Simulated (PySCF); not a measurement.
PySCF input (PW6B95/def2-TZVPD):

```python
from pyscf import gto, scf, dft

mol = gto.M(
    atom='''
    F    -0.00000000   -0.00000000   -1.20332382
    B     0.00000000    0.00000000    0.02582666
    O     0.00000000    0.00000000    1.33759763
    ''',
    basis='def2-tzvpd',
    charge=1,
    spin=1,
    symmetry='C2v',
    verbose=4,
)

mf = dft.UKS(mol, xc='pw6b95').density_fit(auxbasis='def2-universal-jkfit')
mf.grids.level = 3
mf.conv_tol = 1e-9
mf.max_cycle = 100
mf.max_memory = 1500
mf.kernel()
if not mf.converged:
    mf = mf.newton()
    mf.kernel(mf.make_rdm1())
mf.analyze()
```

Output:

```
PySCF version 2.14.0

[INPUT] verbose = 4
[INPUT] num. atoms = 3
[INPUT] num. electrons = 21
[INPUT] charge = 1
[INPUT] spin (= nelec alpha-beta = 2S) = 1
[INPUT] symmetry C2v subgroup None
[INPUT] Mole.unit = angstrom
[INPUT] Symbol           X                Y                Z      unit          X                Y                Z       unit  Magmom
[INPUT]  1 F      0.000000000000   0.000000000000  -1.203323820000 AA    0.000000000000   0.000000000000  -2.273952458965 Bohr   0.0
[INPUT]  2 B      0.000000000000   0.000000000000   0.025826660000 AA    0.000000000000   0.000000000000   0.048805314112 Bohr   0.0
[INPUT]  3 O      0.000000000000   0.000000000000   1.337597630000 AA    0.000000000000   0.000000000000   2.527693185567 Bohr   0.0

nuclear repulsion = 50.5046500214722
point group symmetry = Coov, use subgroup C2v
symmetry origin: [ 0.00000000e+00  0.00000000e+00 -3.43586573e-09]
symmetry axis x: [1. 0. 0.]
symmetry axis y: [0. 1. 0.]
symmetry axis z: [0. 0. 1.]
num. orbitals of irrep A1 = 53
num. orbitals of irrep A2 = 12
num. orbitals of irrep B1 = 26
num. orbitals of irrep B2 = 26
number of shells = 41
number of NR pGTOs = 162
number of NR cGTOs = 117
basis = def2-tzvpd
ecp = {}

******** <class 'pyscf.df.df_jk.DFSymAdaptedUKS'> ********
method = DFSymAdaptedUKS
initial guess = minao
damping factor = 0
level_shift factor = 0
DIIS = <class 'pyscf.scf.diis.CDIIS'>
diis_start_cycle = 1
diis_space = 8
diis_damp = 0
SCF conv_tol = 1e-09
SCF conv_tol_grad = None
SCF max_cycles = 100
direct_scf = False
number electrons alpha = 11  beta = 10
XC library pyscf.dft.libxc version 7.1.2
    S. Lehtola, C. Steigemann, M. J. T. Oliveira, and M. A. L. Marques,  SoftwareX 7, 1–5 (2018)
XC functionals = pw6b95
    Y. Zhao and D. G. Truhlar,  J. Phys. Chem. A 109, 5656 (2005)
radial grids:
    Treutler-Ahlrichs [JCP 102, 346 (1995); DOI:10.1063/1.469408] (M4) radial grids

becke partition: Becke, JCP 88, 2547 (1988); DOI:10.1063/1.454033
pruning grids: <function nwchem_prune>
grids dens level: 3
symmetrized grids: C2v
atomic radii adjust function: <function treutler_atomic_radii_adjust>
small_rho_cutoff = 0
Freeze 0 electrons in irreps []
    21 free electrons in irreps A1 A2 B1 B2
Set gradient conv threshold to 3.16228e-05
[...]
beta  HOMO (B1) = -0.736699182161251  LUMO (B2) = -0.572144542373953
  HOMO = -0.736699182161  LUMO = -0.572144542374  gap/eV = 4.47776
Extra cycle  E= -199.836445934952  delta_E= -1.06e-11  |g|= 3.41e-06  |ddm|= 5.02e-06
converged SCF energy = -199.836445934952  <S^2> = 0.7527985  2S+1 = 2.0027965
**** SCF Summaries ****
Total Energy =                        -199.836445934951712
Nuclear Repulsion Energy =              50.504650021472195
One-electron Energy =                 -368.034129161844248
Two-electron Energy =                  117.693033205420335
Two-electron Coulomb Energy =          140.719152343994210
DFT Exchange-Correlation Energy =      -23.026119138573883
HOMO-LUMO gap [eV] =                     4.477759824634204
Wave-function symmetry = B2
alpha occupancy for each irrep:     A1   A2   B1   B2
                                     7    0    2    2
beta  occupancy for each irrep:     A1   A2   B1   B2
                                     7    0    2    1
**** MO energy ****
alpha MO #1 (A1 #1), energy= -25.2850568472997 occ= 1
alpha MO #2 (A1 #2), energy= -19.7602763459518 occ= 1
alpha MO #3 (A1 #3), energy= -7.35633503703804 occ= 1
alpha MO #4 (A1 #4), energy= -1.66534261821852 occ= 1
alpha MO #5 (A1 #5), energy= -1.45110481396917 occ= 1
alpha MO #6 (A1 #6), energy= -0.956096448571145 occ= 1
alpha MO #7 (B2 #1), energy= -0.88527685570833 occ= 1
alpha MO #8 (B1 #1), energy= -0.875101772225759 occ= 1
alpha MO #9 (A1 #7), energy= -0.855371493547796 occ= 1
alpha MO #10 (B2 #2), energy= -0.820789281652473 occ= 1
alpha MO #11 (B1 #2), energy= -0.763191409712798 occ= 1
alpha MO #12 (B2 #3), energy= -0.304140805273479 occ= 0
alpha MO #13 (A1 #8), energy= -0.298783806424726 occ= 0
alpha MO #14 (B1 #3), energy= -0.288091441207212 occ= 0
alpha MO #15 (A1 #9), energy= -0.110705774668688 occ= 0
alpha MO #16 (A1 #10), energy= -0.101031186444385 occ= 0
alpha MO #17 (B2 #4), energy= -0.100115888935869 occ= 0
alpha MO #18 (B1 #4), energy= -0.0963558166057864 occ= 0
alpha MO #19 (A2 #1), energy= -0.0611083697783796 occ= 0
alpha MO #20 (A1 #11), energy= -0.0610801165871434 occ= 0
alpha MO #21 (A1 #12), energy= -0.045233264437097 occ= 0
alpha MO #22 (B2 #5), energy= -0.0440753511696389 occ= 0
alpha MO #23 (B1 #5), energy= -0.0411083742520112 occ= 0
alpha MO #24 (A1 #13), energy= 0.022277554884044 occ= 0
alpha MO #25 (A1 #14), energy= 0.0452749316718163 occ= 0
alpha MO #26 (B2 #6), energy= 0.0622639028400622 occ= 0
alpha MO #27 (B1 #6), energy= 0.0650169252194124 occ= 0
alpha MO #28 (B2 #7), energy= 0.104876694808973 occ= 0
alpha MO #29 (B1 #7), energy= 0.109807770839351 occ= 0
alpha MO #30 (A1 #15), energy= 0.112083546367419 occ= 0
alpha MO #31 (A1 #16), energy= 0.13368457677555 occ= 0
alpha MO #32 (A1 #17), energy= 0.173032735723484 occ= 0
alpha MO #33 (A2 #2), energy= 0.181258925877371 occ= 0
alpha MO #34 (A1 #18), energy= 0.181964146998427 occ= 0
alpha MO #35 (A2 #3), energy= 0.23172985017945 occ= 0
alpha MO #36 (A1 #19), energy= 0.231787322758219 occ= 0
alpha MO #37 (B2 #8), energy= 0.270717194281222 occ= 0
alpha MO #38 (B1 #8), energy= 0.279197531821662 occ= 0
alpha MO #39 (A1 #20), energy= 0.320184410841058 occ= 0
alpha MO #40 (B2 #9), energy= 0.366709149253221 occ= 0
alpha MO #41 (B1 #9), energy= 0.368280022556468 occ= 0
alpha MO #42 (A1 #21), energy= 0.383279315933134 occ= 0
alpha MO #43 (A1 #22), energy= 0.428721212334931 occ= 0
alpha MO #44 (A2 #4), energy= 0.445941143707493 occ= 0
alpha MO #45 (A1 #23), energy= 0.446072951435743 occ= 0
alpha MO #46 (B2 #10), energy= 0.456488800949313 occ= 0
alpha MO #47 (B1 #10), energy= 0.473984092921207 occ= 0
alpha MO #48 (A1 #24), energy= 0.551683250988699 occ= 0
alpha MO #49 (B2 #11), energy= 0.569712453683731 occ= 0
alpha MO #50 (B1 #11), energy= 0.57699640786265 occ= 0
alpha MO #51 (A1 #25), energy= 0.62878837074873 occ= 0
alpha MO #52 (A1 #26), energy= 0.715095562370692 occ= 0
alpha MO #53 (B2 #12), energy= 0.776067541532602 occ= 0
alpha MO #54 (B1 #12), energy= 0.785784673576368 occ= 0
alpha MO #55 (A1 #27), energy= 0.800424679134416 occ= 0
alpha MO #56 (B2 #13), energy= 0.864412120906963 occ= 0
alpha MO #57 (B1 #13), energy= 0.872749116205233 occ= 0
alpha MO #58 (A1 #28), energy= 1.04737141423437 occ= 0
alpha MO #59 (A2 #5), energy= 1.22203911907698 occ= 0
alpha MO #60 (A1 #29), energy= 1.22245000720892 occ= 0
alpha MO #61 (A1 #30), energy= 1.2692290928653 occ= 0
alpha MO #62 (B1 #14), energy= 1.35489912890024 occ= 0
alpha MO #63 (B2 #14), energy= 1.35490269111871 occ= 0
alpha MO #64 (A1 #31), energy= 1.36218788140932 occ= 0
alpha MO #65 (A2 #6), energy= 1.46495698120979 occ= 0
alpha MO #66 (A1 #32), energy= 1.46501778796498 occ= 0
alpha MO #67 (B2 #15), energy= 1.55919726106457 occ= 0
alpha MO #68 (B1 #15), energy= 1.58310448748432 occ= 0
alpha MO #69 (B2 #16), energy= 1.63180447639543 occ= 0
alpha MO #70 (B1 #16), energy= 1.64183139229462 occ= 0
alpha MO #71 (A1 #33), energy= 1.69058992036182 occ= 0
alpha MO #72 (A2 #7), energy= 1.69061954459226 occ= 0
alpha MO #73 (A1 #34), energy= 1.89271364382828 occ= 0
alpha MO #74 (A1 #35), energy= 2.06789514395191 occ= 0
alpha MO #75 (A2 #8), energy= 2.12375694072991 occ= 0
alpha MO #76 (A1 #36), energy= 2.12407852982825 occ= 0
alpha MO #77 (B2 #17), energy= 2.15246731017699 occ= 0
alpha MO #78 (B1 #17), energy= 2.18160465154405 occ= 0
alpha MO #79 (A1 #37), energy= 2.33040994589249 occ= 0
alpha MO #80 (B2 #18), energy= 2.57606245669945 occ= 0
alpha MO #81 (B1 #18), energy= 2.59962514436709 occ= 0
alpha MO #82 (A1 #38), energy= 2.75467265602697 occ= 0
alpha MO #83 (B2 #19), energy= 2.81468128415016 occ= 0
alpha MO #84 (B1 #19), energy= 2.83759988883485 occ= 0
alpha MO #85 (A1 #39), energy= 3.10417811435514 occ= 0
alpha MO #86 (B2 #20), energy= 3.58410913806524 occ= 0
alpha MO #87 (B1 #20), energy= 3.59143938108065 occ= 0
alpha MO #88 (A1 #40), energy= 3.61113180204936 occ= 0
alpha MO #89 (A1 #41), energy= 4.05640748110983 occ= 0
alpha MO #90 (A1 #42), energy= 4.67181168579627 occ= 0
alpha MO #91 (B2 #21), energy= 4.71683766996062 occ= 0
alpha MO #92 (B1 #21), energy= 4.71684812003966 occ= 0
alpha MO #93 (A2 #9), energy= 4.92426904746061 occ= 0
alpha MO #94 (A1 #43), energy= 4.92493014280657 occ= 0
alpha MO #95 (B2 #22), energy= 5.31750138367661 occ= 0
alpha MO #96 (B1 #22), energy= 5.36214079708351 occ= 0
alpha MO #97 (A1 #44), energy= 5.65554502044765 occ= 0
alpha MO #98 (A2 #10), energy= 5.96405132379008 occ= 0
alpha MO #99 (A1 #45), energy= 5.96439184280712 occ= 0
alpha MO #100 (B2 #23), energy= 6.3756383867711 occ= 0
alpha MO #101 (B1 #23), energy= 6.42356786732338 occ= 0
alpha MO #102 (B2 #24), energy= 6.49295921221474 occ= 0
[...]
```
